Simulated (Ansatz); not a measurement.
A run for Ansatz (an electronic-structure program): R-CAM-B3LYP/def2-TZVPPD on HF (SMILES F). Files ending in .json are basis or fitting sets from the Basis Set Exchange.

Ansatz 0.2 input:
```yaml
crystal:
  periodic: [false, false, false]
  atoms:
    - {symbol: F, position_ang: [0.99148193, -0.09911840, 3.44628267]}
    - {symbol: H, position_ang: [0.67139767, 0.27406472, 2.63505006]}
basis:
  gaussian:
    orbitals: def2-TZVPPD.json
hamiltonian:
  xc: {name: CAM-B3LYP}
scf: {lower_state_search: off}
```

Output:

```
WARN ansatz: RAYON_NUM_THREADS=1 ignored (pool sized by the plan → 1); use --threads N
Functional definition: CAM-B3LYP
these checks for a lower state are left out or cut short: stability, starts, cluster_reference, orbital_swaps, neighbouring_geometries, increment
integrals: 0.00 GiB planned
256 factors; their error is unknown
integrals: 0.04 GiB planned
78 factors; integrals over basis functions are off by at most 5.3e-5 eV
mean field: 0.09 GiB planned
mean field evaluation 1: about -2732.4636 eV, gradient 3.2e1 eV
mean field evaluation 2: about -2731.4833 eV, gradient 4.4e1 eV
mean field evaluation 4: about -2733.9015 eV, gradient 2.2e-1 eV
mean field evaluation 8: about -2733.9082 eV, gradient 8.7e-3 eV
mean field -2733.90822420 eV, -100.4692741300 hartree, gradient 6.3e-6 eV, S^2 0.000000; 0 other end points of the search recorded, 0 dependent functions left out
reference -2733.90831008 eV, -100.4692772858 hartree; 5, 5 occupied and 52, 52 virtual orbitals, 256 factors
Total energy: -2733.90831008 eV, -100.4692772858 hartree
Checks for a lower state left out: stability, starts, cluster_reference, orbital_swaps, neighbouring_geometries, increment
```

Self-consistency was reached.

Cost: roughly 0.27 core-seconds.
